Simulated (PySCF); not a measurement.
Identify the unknown among the candidates.

All candidates are C3H11NOSi4.

| technique | computed result |
| --- | --- |
| NMR, other nuclei | isotropic shieldings of nuclei other than C and H, by class: 273 (1 N), 329 (1 O), 350 (1 Si), 374 (1 Si), 399 (1 Si), 460 (1 Si) ppm [GIAO PBE0/pcSseg-1] |
| Dipole | 1.26 D [PBE0/pcSseg-1] |
| Rotational structure | rotational constants A, B, C: 1.146, 0.677, 0.545 GHz [GFN2-xTB] |
| 13C NMR | chemical shifts (computed TMS as zero) by class: 94.4 (1 C), 73.7 (1 C), 1.8 (1 C) ppm [GIAO PBE0/pcSseg-1] |
| 1H NMR | chemical shifts (computed TMS as zero) by class: 6.27 (1 H), 6.05 (1 H), 4.97 (1 H), 3.73 (1 H), 3.58 (1 H), 3.27 (1 H), 2.45 (1 H), 2.13 (1 H), 1.50 (1 H), 0.05 (2 H) ppm [GIAO PBE0/pcSseg-1] |

Gas-phase values; electronic properties from PySCF, density fitting. Levels stand in brackets. One conformer (not necessarily the lowest) at the GFN2-xTB geometry, without solvent, vibrations or thermal averaging. NMR values are class means; diastereotopic atoms form classes of their own.

Task: Which candidate is it?
A. `C#CC[Si@@H]1[SiH2][Si@H](N)[Si@@H]1O`
B. `CCO[Si@@H]1[SiH2][SiH2][Si@@H]1C#N`
C. `CC[Si@@H]1[Si@H](C#N)[SiH2][Si@@H]1O`
D. `C#C[C@@H]1[SiH2]N[Si@H](O[SiH3])[SiH2]1`

Result: A. It is `C#CC[Si@@H]1[SiH2][Si@H](N)[Si@@H]1O`. Numbering: `[CH:1]#[C:2][CH2:3][Si@@H:4]1[SiH2:5][Si@H:6]([NH2:7])[Si@@H:8]1[OH:9]`. Its formula, C3H11NOSi4, gives 3 degrees of unsaturation: 1 ring and 2 π bonds in the structure found. 3 carbons fall into 3 classes; from least to most shielded: alkyne carbon [C2] (94.4 ppm), terminal alkyne carbon [C1] (73.7 ppm), chain sp3 carbon bound to silicon [C3] (1.8 ppm). Hydrogen classes from least to most shielded: 1 H on an oxygen-bound silicon, Si8 (6.27 ppm), 1 H on an SiH silicon, Si6 (6.05 ppm), 1 H on an SiH silicon, Si4 (4.97 ppm), 1 H on an SiH2 silicon, Si5 (3.73 ppm), 1 H on an SiH2 silicon, Si5 (3.58 ppm), 1 H on a silanol oxygen, O9 (3.27 ppm), 1 H on an sp3 carbon bound to silicon, C3 (2.45 ppm), 1 H on an sp3 carbon bound to silicon, C3 (2.13 ppm), 1 H on a terminal alkyne carbon, C1 (1.50 ppm), 2 H on a silicon-bound nitrogen, N7 (0.05 ppm). The other shieldings belong to: 273 ppm, silicon-bound nitrogen [N7]; 329 ppm, silanol oxygen [O9]; 350 ppm, oxygen-bound silicon [Si8]; 374 ppm, SiH silicon [Si6]; 399 ppm, SiH silicon [Si4]; 460 ppm, SiH2 silicon [Si5]. The optimised geometry has point group C1 and is an asymmetric top.

The others, at the same levels:
- `C#C[C@@H]1[SiH2]N[Si@H](O[SiH3])[SiH2]1` fails: its computed 13C shifts are 86.5 (1 C), 71.6 (1 C), -1.0 (1 C) ppm, 1H shifts are 5.58 (1 H), 5.17 (1 H), 5.13 (3 H), 5.12 (1 H), 4.25 (1 H), 4.18 (1 H), 1.72 (1 H), 1.34 (1 H), 0.97 (1 H) ppm and rotational constant A is 1.537 GHz (against 1.146 GHz).
- `CCO[Si@@H]1[SiH2][SiH2][Si@@H]1C#N` fails: its computed 13C shifts are 124.1 (1 C), 64.2 (1 C), 20.6 (1 C) ppm, 1H shifts are 6.51 (1 H), 4.72 (1 H), 4.45 (1 H), 4.38 (1 H), 4.38 (1 H), 4.18 (1 H), 4.06 (1 H), 3.82 (1 H), 1.41 (3 H) ppm and rotational constant A is 0.962 GHz (against 1.146 GHz).
- `CC[Si@@H]1[Si@H](C#N)[SiH2][Si@@H]1O` fails: its computed 13C shifts are 124.6 (1 C), 12.5 (1 C), 12.2 (1 C) ppm, 1H shifts are 6.76 (1 H), 4.89 (1 H), 4.72 (1 H), 4.43 (1 H), 4.00 (1 H), 1.84 (3 H), 1.55 (1 H), 1.49 (1 H), 0.59 (1 H) ppm and rotational constant A is 0.914 GHz (against 1.146 GHz).

Each candidate is one conformer, not necessarily the lowest. Dipoles, sizes and rotational constants follow the conformer. The torsions of the flexible species, by atom-mapped SMILES:
- `[CH:1]#[C:2][CH2:3][Si@@H:4]1[SiH2:5][Si@H:6]([NH2:7])[Si@@H:8]1[OH:9]`: C2–C3–Si4–Si5 148°, H–N7–Si6–Si5 72°, H–N7–Si6–Si5 -151°, H–O9–Si8–Si6 -108°
- `[CH3:1][CH2:2][O:3][Si@@H:4]1[SiH2:5][SiH2:6][Si@@H:7]1[C:8]#[N:9]`: C1–C2–O3–Si4 -167°, C2–O3–Si4–Si5 162°
- `[CH3:1][CH2:2][Si@@H:3]1[Si@H:4]([C:5]#[N:6])[SiH2:7][Si@@H:8]1[OH:9]`: C1–C2–Si3–Si4 55°, H–O9–Si8–Si7 74°

The conformers of `C#C[C@@H]1[SiH2]N[Si@H](O[SiH3])[SiH2]1` aren't listed.
